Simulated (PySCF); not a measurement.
SMILES B[SiH2]C=C, GFN2-xTB optimised geometry.

```
11

B      1.54    -1.61     0.00
Si    -0.42    -1.61     0.00
C     -1.08     0.17     0.00
C     -0.33     1.26    -0.06
H      2.16    -1.76    -0.98
H      2.15    -1.44     0.98
H     -1.08    -2.25    -1.15
H     -1.06    -2.25     1.17
H     -2.16     0.29     0.05
H      0.75     1.20    -0.10
H     -0.75     2.25    -0.05
```

Density from PySCF 2.14.0 with PBE0/def2-TZVP at that geometry.

Minimum of the electron density along straight lines between bonded atoms, close to the bond critical point (lines longer than 1.1 times the sum of covalent radii, or with two minima, are not listed):

```
bond    length / Å  ρ at the minimum / e bohr⁻³  ∇²ρ there / e bohr⁻⁵  position (fraction from the first atom)
------  ----------  ---------------------------  --------------------  ---------------------------------------
B1–Si2       1.956                        0.119                   ___                                     0.61
Si2–C3       1.896                        0.114                  0.20                                     0.39
C3–C4        1.323                        0.356                 -1.10                                     0.50
B1–H5        1.170                        0.193                 -0.37                                     0.44
B1–H6        1.171                        0.192                 -0.36                                     0.44
Si2–H7       1.478                        0.120                  0.18                                     0.49
Si2–H8       1.479                        0.120                  0.19                                     0.49
C3–H9        1.084                        0.282                 -0.99                                     0.64
C4–H10       1.080                        0.287                 -1.02                                     0.64
C4–H11       1.081                        0.286                 -1.02                                     0.65
```

Problem. What belongs in the gaps?

Solution. 
- B1–Si2, ∇²ρ there / e bohr⁻⁵: 0.00
